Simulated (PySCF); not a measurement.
WOF3, SMILES [O]=[W]([F])([F])[F] (connectivity only; charge and spin as stated), neutral, multiplicity 2. Atoms are numbered in the order given.

```xyz
5

W      0.0033     0.0462     0.0000
O      0.8017     1.5487     0.0000
F     -0.6982    -0.0180     1.7163
F      0.6567    -1.7206     0.0000
F     -0.6982    -0.0180    -1.7163
```
Charge 0, spin multiplicity 2.

The structure is a stationary point at r2SCAN-D4/def2-SVP. The multiplicity is an assumed one; other spin states were not compared. The isomer is the one that the SMILES or the coordinates give; other isomers of the formula were not compared. The def2 effective core potentials stand for the cores of W; spin–orbit coupling is left out.

These are r2SCAN-D4/def2-SVP run with PySCF values and carry that method's errors.

Frequencies are harmonic and unscaled.

Problem. List the normal modes with their intensities. (The exact figures need the calculation; the answer reports its results.)

Solution. 
```
mode  ν (cm⁻¹)  IR (km/mol)  moving atoms (share of kinetic energy)
----  --------  -----------  --------------------------------------
1           57         27.2                  F 72 %, O 16 %, W 12 %
2          164          6.2                          F 89 %, W 11 %
3          199         11.1                          F 81 %, W 15 %
4          225          6.1                  O 55 %, F 35 %, W 10 %
5          286          3.4                          O 52 %, F 47 %
6          675         99.8                          F 89 %, W 10 %
7          709         36.5                                  F 97 %
8          717        157.6                          F 85 %, W 15 %
9         1034        121.2                                  O 92 %
```
